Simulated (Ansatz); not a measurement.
C3H7NSi can be A, `C[SiH2]C1C=N1`, or B, `[SiH3]N=C1CC1`.

Computed with Ansatz on PBE0-D4/def2-TZVP structures; ΔE is electronic, products minus reactants. CCSD(T)/CBS is the MP2 limit (def2-TZVPP, def2-QZVPP) plus CCSD(T) − MP2 in def2-TZVPP, frozen cores. DFT in def2-TZVPP. B3LYP here is the variant with VWN-RPA as its local correlation; programs differ in this. One conformer a species, not always the lowest.

A:

Z-matrix (Å, degrees):
```
C
Si 1 1.868
H 1 1.092 2 110.2
H 1 1.092 2 111.1 3 -120.2
H 1 1.093 2 110.8 3 119.6
C 2 1.871 1 111.1 3 -58.6
H 2 1.492 1 110.1 3 -179.0
H 2 1.490 1 110.6 3 61.1
N 6 1.565 2 117.7 1 69.4
C 6 1.453 2 123.5 1 125.9
H 6 1.091 2 117.8 1 -71.8
H 10 1.083 6 150.1 2 81.4
```

B:

Z-matrix (Å, degrees):
```
Si
N 1 1.741
H 1 1.493 2 113.6
H 1 1.485 2 107.9 3 -121.1
H 1 1.485 2 107.9 3 121.1
C 2 1.249 1 123.7 3 -0.3
C 6 1.466 2 150.1 1 0.1
C 6 1.455 2 145.9 1 180.0
H 7 1.085 6 118.9 2 -73.9
H 7 1.085 6 118.9 2 73.7
H 8 1.085 6 118.6 2 73.5
H 8 1.085 6 118.6 2 -73.3
```

Problem. Which is lower in electronic energy at CCSD(T)/CBS, and by how much? (An estimate is asked.)

Solution. The calculation gave: B, by 7.4 kcal/mol.

Problem. Give E(B) − E(A) in kcal/mol with B2PLYP, CCSD/def2-TZVPP, HF/def2-TZVPP, B3LYP-D4, ωB97M-V, r2SCAN-D4, MP2/def2-TZVPP. (Estimate.)

Solution. Computed: B2PLYP -9.8, CCSD/def2-TZVPP -8.7, HF/def2-TZVPP -13.8, B3LYP-D4 -11.2, ωB97M-V -9.2, r2SCAN-D4 -10.5, MP2/def2-TZVPP -7.5. None reverses the order clearly.

Largest T1 diagnostic: 0.012.

In def2-TZVPP, CCSD(T) changes the Hartree–Fock value by +6.1 kcal/mol (the triples alone add +0.9 kcal/mol) and MP2 by +6.3 kcal/mol. From PBE to PBE0 (25 % exact exchange), in def2-TZVPP and without D4, E(B) − E(A) moves by −1.0 kcal/mol.
